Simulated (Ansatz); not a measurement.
Consider the substitution at a C–N bond: `CNC[SeH]` + `OB([SiH3])Cl` → `COB([SiH3])Cl` + `NC[SeH]`.

Computed with Ansatz on PBE0-D4/def2-TZVP structures; ΔE is electronic, products minus reactants. CCSD(T)/CBS is the MP2 limit (def2-TZVPP, def2-QZVPP) plus CCSD(T) − MP2 in def2-TZVPP, frozen cores. Functionals use def2-TZVPP. B3LYP here is the variant with VWN-RPA as its local correlation; programs differ in this. For Se outer-core shells are correlated without core-valence functions, which leaves a few kJ/mol of doubt a bond. Scalar relativity is left out up to krypton. Each species was taken in one conformer, which may not be the lowest.

```csv
level,ΔE (kJ/mol),difference from CCSD(T)/CBS
PBE-D4,23.7,-1.1
r2SCAN-D4,23.8,-1.0
PBE0-D4,25.5,0.7
ωB97M-V,24.8,0.0
B2PLYP,23.4,-1.4
r2SCAN,23.9,-0.9
PBE0,25.7,0.9
B3LYP,21.5,-3.3
CCSD(T)/def2-TZVPP,25.4,0.6
SCS-MP2/def2-QZVPP,25.6,0.8
CCSD(T)/CBS,24.8,0
```

Largest T1 diagnostic among the species: 0.013.
